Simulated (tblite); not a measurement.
Problem. Write Cartesian coordinates for InChI=1S/C6H6ClF2/c7-6(9)3-5(6)1-4(8)2-5/h1,4H,2-3H2/t4-,5+,6-/m1/s1 as optimised with GFN2-xTB. (Doublet state.)

Solution. 
```
atom  x, y, z in Å
F1     2.410    1.550   -0.529
C2     1.835    0.316   -0.284
C3     0.696   -0.060   -1.161
C4    -0.226   -0.141   -0.053
C5     0.868    0.291    0.921
C6    -1.355   -1.132    0.207
C7    -1.683    0.302    0.003
F8    -2.061    1.024    1.085
Cl9   -2.504    0.849   -1.436
H10    2.676   -0.389   -0.239
H11    0.576   -0.108   -2.222
H12    1.113   -0.427    1.700
H13    0.709    1.275    1.355
H14   -1.452   -1.519    1.210
H15   -1.606   -1.824   -0.581
```

Orientation and origin are arbitrary. Atoms count from 1 in this order. The C–F distances run from 1.354 Å (C7–F8, drawn single) to 1.383 Å (F1–C2, drawn single), a spread of 0.029 Å. The 4-membered ring C2–C3–C4–C5 has internal angles of 87.5° to 92.9° (sum 360°, against 360° for a flat polygon); it is almost planar, 0.01 Å rms from its mean plane, widest ring torsion 2°. Of the pairs four or more bonds apart, F8···H13 is among the closest relative to their van der Waals radii: 2.79 Å, 105 % of the sum of Bondi's values. The C–C distances run from 1.443 Å (C3–C4, drawn single) to 1.545 Å (C2–C5, drawn single), a spread of 0.102 Å.

Bonds between heavy atoms (Å): F1–C2 1.383, C2–C3 1.486, C3–C4 1.443, C4–C5 1.527, C4–C6 1.524, C6–C7 1.485, C7–F8 1.354, C7–Cl9 1.745, C2–C5 1.545, C4–C7 1.524.

Computed geometry: GFN2-xTB, gas phase. This method treats the open shell by occupation alone, without spin polarisation.

Point group: C1 (no symmetry element, even within 0.4 Å). Its GFN2-xTB frequencies are all real (lowest 61 cm⁻¹).
